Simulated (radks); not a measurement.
The numbers below are computed, except where a source is named.
Removal energies from the caesium ion Cs6+, [Kr] 4d10 5s2 5p1, by Delta-SCF beside the eigenvalue of the level emptied. Level of theory: scalar-relativistic Kohn-Sham, LDA (Slater exchange, Perdew-Wang correlation), spin-polarised, spherical densities, finite nucleus; Fermi nuclear charge, rms radius of each element as measured or else 0.836 A^(1/3) + 0.57 fm (a radial shooting solver on a logarithmic mesh with Libxc functionals). Open shells are filled with parallel spins first.

| removed from | final configuration | Delta-SCF (eV) | -eigenvalue (eV) |
|---|---|---|---|
| 5p | [Kr] 4d10 5s2 | 82.106 | 76.031 |
| 5s | [Kr] 4d10 5s1 5p1 | 97.894 | 91.353 |
| 4d | [Kr] 4d9 5s2 5p1 | 158.32 | 146.67 |
| 4p | [Ar] 3d10 4s2 4p5 4d10 5s2 5p1 | 245.93 | 233.44 |
